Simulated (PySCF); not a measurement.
Computed shifts of a molecule C2H10FNSi2, PySCF with PBE/pcSseg-1, GIAO, gas phase, atoms alike by connectivity averaged where their shifts nearly agree, in ppm (number of nuclei): ¹⁹F: -320.2 (1). ¹³C: 82.4 (1), 31.8 (1). ²⁹Si: -33.2 (1), -68.5 (1). ¹⁵N: 25.2 (1). ¹H: 5.14 (1), 5.08 (1), 4.91 (1), 4.54 (1), 4.20 (3), 3.38 (1), 2.72 (1), 0.47 (1). References: ¹⁹F against CFCl3 (σ = 133.6 ppm); ¹³C against TMS (σ = 182.0 ppm); ²⁹Si against TMS (σ = 335.4 ppm); ¹⁵N against NH3 (σ = 267.0 ppm); ¹H against TMS (σ = 31.49 ppm), references at their B3LYP-D3(BJ)/def2-TZVP geometries, non-relativistic. Geometry: B3LYP-D3(BJ)/def2-SVP. The values are those of a single conformer.

### Question
Pick the molecule that these values belong to.
A) C[SiH2][C@@H](N)[SiH2]F
B) CN[Si@@H](F)C[SiH3]
C) FC[SiH2]NC[SiH3]
D) C[SiH2][Si@](C)(N)F

### Answer
C, FC[SiH2]NC[SiH3]
